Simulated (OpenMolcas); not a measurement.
3d2 ions of rising charge with 6 fluoride ligands in octahedral coordination

* Program: OpenMolcas
* Method: SS-CASPT2, IPEA 0.25 Eh, imaginary shift 0.1 Eh
* Spin-orbit coupling: RASSI with atomic mean-field integrals over the reference wave functions

The d shell is active; CASPT2 correlates the ligand valence shells and the outer metal core. Anionic complexes are neutralised by point charges behind the ligands. Distances were set from a Shannon-type radius of the metal (high-spin where two are listed) plus a fixed donor radius (F 1.31 Å). Ligand basis ANO-RCC-VDZP, DKH2 Hamiltonian. States (labels of O, the rotations of Oh). Energies in cm-1 above the lowest state or level, χT in cm3 K/mol; under a threefold ground state the first gap can be a small split of the lowest multiplet, not the spin-orbit step; 10Dq and B are least-squares fits to the states below 45000 cm-1, weighted by degeneracy, with a free offset, and given where the rms deviation is under 5 % of |10Dq| (or 100 cm-1) and under 700 cm-1. Spin-only χT is S(S+1) / 2 for the spin of the ground state.

```json
{"Ion": "Ti2+", "Shell": "3d2", "R (Å)": "2.17", "Metal basis": "ANO-RCC-VTZP", "Outer charge (e at Å behind ligand)": "0.67 at 3.2", "Ground state": "3T1", "First state of that spin": "3T2 9240", "10Dq": "10637", "B (rms of fit)": "686 (291)", "First gap with spin-orbit (degeneracies)": "3 (2, 3)", "χT at 300 K": "1.101", "First state of another spin": "1T2 8870", "Spin-only χT": "1.000"}
{"Ion": "V3+", "Shell": "3d2", "R (Å)": "1.95", "Metal basis": "ANO-RCC-VTZP", "Outer charge (e at Å behind ligand)": "0.5 at 2.4", "Ground state": "3T1", "First state of that spin": "3T2 14330", "10Dq": "15751", "B (rms of fit)": "799 (195)", "First gap with spin-orbit (degeneracies)": "5 (2, 3)", "χT at 300 K": "0.890", "First state of another spin": "1T2 10960", "Spin-only χT": "1.000"}
{"Ion": "Cr4+", "Shell": "3d2", "R (Å)": "1.86", "Metal basis": "ANO-RCC-VDZP", "Outer charge (e at Å behind ligand)": "0.33 at 2.6", "Ground state": "3T1", "First state of that spin": "3T2 21940", "10Dq": "22879", "B (rms of fit)": "809 (305)", "First gap with spin-orbit (degeneracies)": "7 (2, 3)", "χT at 300 K": "0.714", "First state of another spin": "1T2 10940", "Spin-only χT": "1.000"}
```

The rows also differ in their metal basis and outer charges, so part of each step comes from that.

|10Dq| changes by factors of 15751 / 10637 = 1.48 from Ti2+ to V3+, 22879 / 15751 = 1.45 from V3+ to Cr4+.

B goes from 686 cm-1 (Ti2+) to 809 cm-1 (Cr4+). In real complexes covalency offsets the rise of B with charge, which this model largely misses.

χT departs most from the spin-only value for Cr4+, by -0.286 cm3 K/mol.

Roots that are degenerate in the reference are averaged as groups; the widest CASPT2 spread within a group is 660 cm-1 (the 3-fold group of multiplicity 1 near 36500 cm-1 above the lowest state of its run, Cr4+). Shifts and gaps below about the spread of the groups concerned are not significant. Over all roots computed the reference weight is 0.70 to 0.72 in Ti2+, 0.71 to 0.72 in V3+, 0.69 to 0.70 in Cr4+; a low but even weight reflects the number of correlated electrons. An orbital triplet at a regular site is open to Jahn-Teller coupling, which can distort the site and quench the lowest spin-orbit gaps and is left out. Ligand-to-metal charge-transfer states are missing. With no ligand orbital active B as a rule stays too high, so bands that hang on it stand too high and its fall with covalency is understated. With one d shell and no ligand orbital active, 10Dq can be off by tens of per cent for divalent 3d ions, low with halides held by bare charges and at times high in hosts (holds for Ti2+). Free-ion shares, where given, are those of the reference states; single-state CASPT2 does not remix them (holds for Ti2+). With one d shell and no ligand orbital active, 10Dq can be off by a tenth or more (holds for V3+; Cr4+). The least metal-like active orbital is 81 % on the metal (Löwdin) and no ligand orbital is active, so the numbers are rough (holds for Cr4+). No measured value stands beside these numbers; the geometry was imposed, not optimised, and the real ion may take another.
